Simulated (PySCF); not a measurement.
1-bromo-3-fluoropropa-1,2-diene (C₃H₂BrF), SMILES FC=C=CBr.

Coordinates come from a ωB97X-D3(BJ)/def2-SVP optimisation.

Level of theory: SMD-ωB97X/def2-SVP run with PySCF.

Solvation free energies are E(SMD) − E(gas) at the gas-phase geometry, for 1 M in both phases. Bromine has the revised SMD18 radius of 2.60 Å. In vacuum the dipole moment is 1.50 D.

Computed solvation free energies in water, 2-propanol, tetrahydrofuran:
| solvent | ΔG(solv) (kcal/mol) | its non-electrostatic (CDS) part | dipole (D) |
|---|---|---|---|
| water | -0.5 | 3.1 | 1.94 |
| 2-propanol | -3.8 | -0.5 | 1.91 |
| tetrahydrofuran | -3.7 | -0.8 | 1.85 |
